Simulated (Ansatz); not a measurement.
One change: `[O]=[W]([OH])([OH])([F])[F]` becomes `[O]=[W]([OH])([F])([F])[F]`.

Ansatz, PBE0-D4/def2-TZVP geometries, multiplicity 1. Each molecule was computed in one conformer, which needn't be the lowest.

Elements past krypton have def2 core potentials.

```json
{"property": "LUMO energy (PBE0/def2-TZVPP) / eV", "`[O]=[W]([OH])([OH])([F])[F]`": "-3.11"}
{"property": "size of the dipole moment (ωB97M-V/def2-TZVPP) / D", "`[O]=[W]([OH])([OH])([F])[F]`": "3.88"}
{"property": "HOMO energy (ωB97M-V/def2-TZVPP) / eV", "`[O]=[W]([OH])([OH])([F])[F]`": "-12.18"}
{"property": "LUMO energy (PBE/def2-TZVPP) / eV", "`[O]=[W]([OH])([OH])([F])[F]`": "-3.84"}
{"property": "zero-point energy (PBE0-D4/def2-TZVP) / kJ/mol", "`[O]=[W]([OH])([OH])([F])[F]`": "90.9"}
{"property": "HOMO energy (B3LYP/def2-TZVPP) / eV", "`[O]=[W]([OH])([OH])([F])[F]`": "-9.53"}
```

Problem. What does the change do to each property? (An estimate is asked.)

Solution. The calculation gave: 
```tsv
property	`[O]=[W]([OH])([F])([F])[F]`	shift
LUMO energy (PBE0/def2-TZVPP) / eV	-3.27	-0.16
size of the dipole moment (ωB97M-V/def2-TZVPP) / D	3.15	-0.73
HOMO energy (ωB97M-V/def2-TZVPP) / eV	-13.01	-0.83
LUMO energy (PBE/def2-TZVPP) / eV	-3.97	-0.13
zero-point energy (PBE0-D4/def2-TZVP) / kJ/mol	61.9	-29.0
HOMO energy (B3LYP/def2-TZVPP) / eV	-10.35	-0.82
```

With PBE0 the HOMO falls by 0.82 eV and the LUMO falls by 0.16 eV, so the gap widens by about 0.66 eV. PBE moves the HOMO by -0.80 eV and ωB97M-V by -0.83 eV. The zero-point energy changes by -29.0 kJ/mol with -3 modes. Dipoles are sizes alone; their direction can turn.

B3LYP here is the variant with VWN-RPA as its local correlation; programs differ in this.
